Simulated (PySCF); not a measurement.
**Exercise with solution: chemical shift, span and skew from a shielding tensor**

C2H4BFO2, SMILES FB(OC)C=O. Atoms are numbered in the order given.

```xyz
10

C      0.0799    -1.9722     0.0000
O     -0.8489    -0.8944     0.0000
B     -0.5528     0.4055     0.0000
F     -1.5662     1.2750     0.0000
C      0.9263     1.0741     0.0000
O      1.9686     0.4541     0.0000
H      1.1167    -1.6124     0.0000
H     -0.1045    -2.5881     0.8929
H     -0.1045    -2.5881    -0.8929
H      0.9573     2.1973     0.0000
```

The structure is a stationary point at ωB97X-D3(BJ)/def2-SVP. This is a generated structure with no PubChem entry under its InChIKey; it may be hypothetical. One conformer was computed; it need not be the lowest.

GIAO shieldings from PySCF with KT2/pcSseg-1, non-relativistic, no solvent. The symmetric part of the tensor of F4 has the principal values 75.5, 316.1, 378.2 ppm. The same nucleus in CFCl3 has σ = 127.1 ppm at this level (PySCF, at its B3LYP-D3(BJ)/def2-TZVP geometry).

Task: Work out the isotropic shielding, the ¹⁹F shift against CFCl3, the span and the skew.

Result: 
σ(iso) = (σ11 + σ22 + σ33)/3 = 256.6 ppm. δ = σ(ref) − σ(iso) = 127.1 − (256.6) = -129.5 ppm.
Span Ω = σ33 − σ11 = 302.7 ppm. Skew κ = 3(σ(iso) − σ22)/Ω = -0.59. Tumbling in solution averages the tensor to δ; in a static solid the shielding alone would spread this spin-1/2 line over Ω.
